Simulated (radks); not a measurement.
Problem. These are the eigenvalues of the occupied orbitals of an atom or ion with whole-number occupations (Ry). Method: non-relativistic Kohn-Sham, Slater X-alpha with alpha = 0.761, spin-polarised, spherical densities, point nucleus; computed with a radial shooting solver on a logarithmic mesh with Libxc functionals.

1s up: -553.4490
1s down: -553.4485
2s up: -65.36373
2s down: -65.26544
2p up: -56.94616
2p down: -56.87189
3s up: -7.66475
3s down: -7.46876
3p up: -5.13860
3p down: -4.94643
3d up: -1.00662
3d down: -0.83633

Which element is it, and in what charge state? The configuration may be excited. Open shells, if any, are filled with parallel spins first.

Solution. Z = 27, cobalt, charge +1: Co+ in [Ar] 3d8. The list shows which subshells hold electrons but not how many an open one holds; the 1s level, -276.72 hartree, gives Z - s = 23.5 by -(Z - s)^2/2, which with screening narrows Z to a few neighbours, and the depths of the outer levels then fix element, charge and occupations together.
